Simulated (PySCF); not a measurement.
[DyI2]+ at several levels of theory

Computed with PySCF 2.14.0 (density fitting, no spin-orbit coupling) at the geometry relaxed with PBE0:

```xyz
3
[DyI2]+ (singlet in the valence; each metal's 4f electrons, 9 of them, lie in its core potential, out of spins and levels)
Dy    0.0000    0.0000   -0.9717
I     2.2341    0.0000    0.5925
I    -2.2341    0.0000    0.5925
```

```tsv
level	basis	state	HOMO (eV)	gap (eV)	charge on Dy1 (e)	population of f-type functions on Dy1 (polarisation alone where 4f lies in the core)	dipole about the centre of mass (D)	largest force component (eV/Å)
PBE0	Dy lcecp-1-SVP with ECP55, I def2-SVP with ECP28	singlet	-11.92	4.21	1.09	0.02	7.30	0.01
HF	the same	singlet	-14.11	8.61	1.40	0.03	8.87	0.59
TPSSh	the same	singlet	-11.37	3.43	1.11	0.02	7.24	0.20
```

In the lcecp rows the 4f levels are missing from HOMO and gap, and the state counts the valence alone.

Charges are Mulliken's, which hang on the basis. The relaxation used the grid (50, 194), these runs (75, 302) or, all-electron (x2c bases, spin-free X2C Hamiltonian), (99, 590).

**Question.** What does PBE0 with Dy lcecp-1-TZVP with ECP55, I def2-TZVP with ECP28 give here?

**Answer.** state singlet, HOMO (eV) -11.85, gap (eV) 4.26, charge on Dy1 (e) 1.36, population of f-type functions on Dy1 (polarisation alone where 4f lies in the core) 0.03, dipole about the centre of mass (D) 7.07, largest force component (eV/Å) 0.05. Time: 12 s on 2 threads of Arm Neoverse V2, with other jobs on the host, from free ions and atoms.

In the first row's basis the gap widens with exact exchange: 3.4 to 4.2 eV for TPSSh, PBE0 (a fixed share); 8.6 eV for Hartree–Fock (rising or full at long range).

An lcecp potential fixes the number of 4f electrons, so in runs with it no electron can move into or out of that shell.
